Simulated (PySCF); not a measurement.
SMILES O=C(C)CCCCC (C7H14O), GFN2-xTB optimised geometry.

```
22

C      0.26     0.35    -2.53
C     -0.25    -0.34    -1.27
C      0.25     0.34     0.00
C     -0.25    -0.35     1.26
C      0.25     0.35     2.53
C     -0.24    -0.40     3.75
C     -1.56     0.07     4.29
O      0.37    -1.32     4.23
H     -0.11    -0.16    -3.42
H      1.35     0.34    -2.55
H     -0.08     1.38    -2.55
H     -1.34    -0.34    -1.27
H      0.08    -1.38    -1.27
H      1.35     0.34     0.00
H     -0.08     1.39     0.00
H      0.09    -1.39     1.27
H     -1.35    -0.35     1.26
H      1.35     0.34     2.53
H     -0.10     1.38     2.55
H     -2.28     0.20     3.49
H     -1.95    -0.63     5.03
H     -1.41     1.04     4.77
```

Density from PBE0/def2-SVP in PySCF at that geometry.

Minimum of the electron density along straight lines between bonded atoms, close to the bond critical point (lines longer than 1.1 times the sum of covalent radii, or with two minima, are not listed):

| bond | length / Å | ρ at the minimum / e bohr⁻³ | ∇²ρ there / e bohr⁻⁵ | position (fraction from the first atom) |
|---|---|---|---|---|
| C1–C2 | 1.524 | 0.244 | -0.56 | 0.50 |
| C2–C3 | 1.527 | 0.244 | -0.56 | 0.50 |
| C3–C4 | 1.526 | 0.244 | -0.56 | 0.50 |
| C4–C5 | 1.535 | 0.236 | -0.52 | 0.50 |
| C5–C6 | 1.514 | 0.257 | -0.62 | 0.49 |
| C6–C7 | 1.508 | 0.258 | -0.62 | 0.51 |
| C6–O8 | 1.204 | 0.413 | 0.48 | 0.33 |
| C1–H9 | 1.087 | 0.276 | -1.01 | 0.62 |
| C1–H10 | 1.088 | 0.276 | -1.00 | 0.62 |
| C1–H11 | 1.088 | 0.276 | -1.00 | 0.62 |
| C2–H12 | 1.093 | 0.275 | -0.99 | 0.62 |
| C2–H13 | 1.092 | 0.276 | -1.00 | 0.62 |
| C3–H14 | 1.092 | 0.276 | -0.99 | 0.62 |
| C3–H15 | 1.093 | 0.275 | -0.99 | 0.62 |
| C4–H16 | 1.092 | 0.277 | -1.02 | 0.63 |
| C4–H17 | 1.093 | 0.276 | -0.99 | 0.62 |
| C5–H18 | 1.091 | 0.276 | -1.01 | 0.63 |
| C5–H19 | 1.091 | 0.276 | -0.99 | 0.62 |
| C7–H20 | 1.087 | 0.274 | -1.00 | 0.62 |
| C7–H21 | 1.087 | 0.278 | -1.04 | 0.64 |
| C7–H22 | 1.089 | 0.272 | -0.98 | 0.63 |
